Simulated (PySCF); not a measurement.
## P: excitation energy

P [Ne] 3s2 3p3 (4S) → P [Ne] 3s2 3p2 3d1 (high-spin determinant), as a difference of total energies. Computed with PySCF 2.14 in aug-cc-pCVTZ-DK (8s7p5d3f, 75 functions), with the spin-free X2C one-electron Hamiltonian (Gaussian nucleus). Correlated levels: valence: [Ne] frozen; valence and next inner shell: 1s2 frozen; nothing frozen. The calculations carry no spin-orbit coupling.

```
                                method  excitation energy (cm⁻¹)
                                   UHF                     75259
                                   LDA                     71038
                                   PBE                     70455
                                  PBE0                     72442
                                r2SCAN                     73992
                                revPBE                     70371
                               wB97X-V                     74319
                                 wB97X                     75604
                               LC-wPBE                     75753
                         MP2 (valence)                     75701
                     SCS-MP2 (valence)                     75227
    MP2 (valence and next inner shell)                     75731
SCS-MP2 (valence and next inner shell)                     75278
                   MP2 (all electrons)                     75746
               SCS-MP2 (all electrons)                     75288
```

A first-order spin-orbit estimate (lowest level to lowest level, LS coupling) adds -0.022 eV.

The promoted electron is Rydberg-like, and one or two diffuse shells describe it only roughly, which tends to raise the upper state.

In the upper state the promoted electron has a positive orbital energy at LDA, PBE, PBE0, r2SCAN, revPBE, so the basis confines it.

The determinant of the upper state mixes LS terms, which raises its energy above the lowest term, most at the Hartree-Fock and MP2 levels.
